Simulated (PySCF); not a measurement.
Species: C₂H₁₁NSi₂.
SMILES with atom numbers: `[CH3:1][CH2:2][SiH2:3][NH:4][SiH3:5]` (hydrogens: H6, H7, H8 on C1; H9, H10 on C2; H11, H12 on Si3; H13 on N4; H14, H15, H16 on Si5)

Structure used (PBE0-D3(BJ)/def2-SVP), in Å, numbered top down from 1:
```xyz
16
C2H11NSi2 angstrom
C      2.6761   -0.6947    0.3946
C      1.4495    0.0249   -0.1593
Si    -0.1157   -0.2611    0.8457
N     -1.4831    0.6079    0.1970
Si    -3.0030    0.0017   -0.3892
H      3.5758   -0.4948   -0.2082
H      2.5315   -1.7870    0.4106
H      2.8991   -0.3818    1.4273
H      1.6292    1.1141   -0.2069
H      1.2423   -0.2894   -1.1971
H      0.1620    0.1467    2.2636
H     -0.4875   -1.7091    0.8348
H     -1.3952    1.6217    0.2083
H     -2.8968   -1.4844   -0.4636
H     -3.3170    0.5474   -1.7482
H     -4.1589    0.3581    0.4957
```

Linear response at CAM-B3LYP/def2-SVPD (PySCF, frozen core in the response, non-relativistic).

Static isotropic polarisability: 87.30 au (12.94 Å³), principal values 76.9, 80.2, 104.8 au.

(1) What is the polarisability at 1064 nm and at the sodium D line?

(2) What is the isotropic C6 coefficient between two such molecules, C6 = (3/π)∫α(iω)² dω?

(3) Which effective excitation energy ω̄ makes London's formula C6 = (3/4)α²ω̄ exact here?

(4) What three-body coefficient follows from the one-pole estimate C9 = (3/4)·α·C6?

(5) What molar refraction at the D line follows from R = (4π/3)·N_A·α′, with α′ the polarisability volume?

(6) How many electrons N does the Slater–Kirkwood formula C6 = (3/4)·√N·α^(3/2) need to give this C6?

(7) How anisotropic is the static polarisability, by Δα² = ½[(α1 − α2)² + (α2 − α3)² + (α3 − α1)²]?

Results:

(1) 88.07 au at 1064 nm (+0.9 %), 89.87 au at 589.3 nm (+2.9 %). The rise at 589.3 nm is 3.34 times that at 1064 nm; a pure ω² law gives 3.26. The lowest singlet lies at 200 nm, shorter than both wavelengths.

(2) 2872 au (Eh·bohr⁶) by a ten-point quadrature over imaginary frequencies, which is 1720 eV·Å⁶ or 166 J·nm⁶/mol.

(3) ω̄ = 4·C6/(3α²) = 0.502 Eh = 13.7 eV. A one-pole form α(ω) = α/(1 − ω²/ω̄²) fitted to the 1064 nm value gives 12.5 eV. London's choice of the ionisation energy (9.27 eV, ΔSCF at the same level) gives C6 = 1950 au, 32 % too low.

(4) 188000 au. This is an estimate from the two numbers above, not a computed integral.

(5) α′ = 13.32 Å³ gives R = 33.59 cm³/mol, for isolated, non-vibrating species.

(6) N = (4·C6/3)²/α³ = 22.0; the species has 58 electrons in all.

(7) Δα = 26.4 au, or 0.30 of the isotropic value.

Time: 51 s; peak memory 1.1 GiB. Hardware: an Arm Neoverse V2 with one thread, shared host with 96 logical CPUs at a one-minute load of 19. This is the whole response run at CAM-B3LYP/def2-SVPD, SCF included.

One conformer stands for the species.
